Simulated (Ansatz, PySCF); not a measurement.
Species: phosphanylboronic acid, H4BPO2, charge 0, multiplicity 1. SMILES: OB(O)P
Geometry: optimised at B3LYP-D3(BJ)/def2-TZVP (Ansatz, a program for electronic structure).

Harmonic wavenumbers (cm⁻¹) at B3LYP/6-31G* (Ansatz, at its own minimum) and at B3LYP-D3(BJ)/def2-TZVP (PySCF, at the structure above). 6-31G* holds six Cartesian d functions. Modes are numbered in rising order, 18 in all, and paired by that order; shown are modes over 250 cm⁻¹ that lie over 6 % from every other mode at both levels, one of each degenerate set, at most eight drawn at random. The second level is harmonic too, so this factor is not the one that brings values to measured fundamentals.

```
mode  B3LYP/6-31G* (x)  B3LYP-D3(BJ)/def2-TZVP (y)
----  ----------------  --------------------------
3                  364                         366
4                  428                         432
5                  491                         493
12                1133                        1107
13                1299                        1279
14                1434                        1402
```

**Question.** Fit one scale factor, y = λ·x, by least squares, and use it for mode 2, which lies at 250 cm⁻¹ at B3LYP/6-31G*.

**Answer.** λ = Σxy/Σx² = 5486303/5584207 = 0.9825; the rows scatter about it by 8 cm⁻¹ (root mean square). Prediction for mode 2: 246 cm⁻¹. It lies outside the range of the table, so the fit extrapolates. The wavenumber at B3LYP-D3(BJ)/def2-TZVP is 252 cm⁻¹, so the fit misses by -6 cm⁻¹, against -2 cm⁻¹ without it. The fit is meant for this molecule alone.
